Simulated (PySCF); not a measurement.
Method: PBE-D3(BJ)/def2-TZVP // B3LYP-D3(BJ)/def2-SVP run with PySCF. Gas-phase values, no solvent. One relaxed conformer stands for a flexible species; it need not be the lowest. Excitations are Tamm–Dancoff values on a coarser integration grid. The basis has no diffuse functions, so Rydberg states are missing or too high.

Reference species (SMILES): `CC[Si](CC)(CC)CC` (neutral, multiplicity 1).

```
Quantity                Value
-------------------  --------
HOMO–LUMO gap         6.52 eV
HOMO                 -6.39 eV
T1 excitation (TDA)   6.46 eV
```

Changed species: `CC[Si](Cl)(Cl)CC` (C–C–Si–Cl torsion -179°, Cl–Si–C–C torsion 63°) (2 of 4 Cl replaced by C2H5; the reference has 4 of 4 Cl replaced by C2H5).

Task: What does the change do to the HOMO–LUMO gap, HOMO and T1 excitation (TDA)?

Result: the HOMO–LUMO gap goes up by 0.12 eV, to 6.64 eV; the HOMO falls by 0.51 eV, to -6.90 eV; the T1 excitation (TDA) goes up by 0.02 eV, to 6.48 eV.
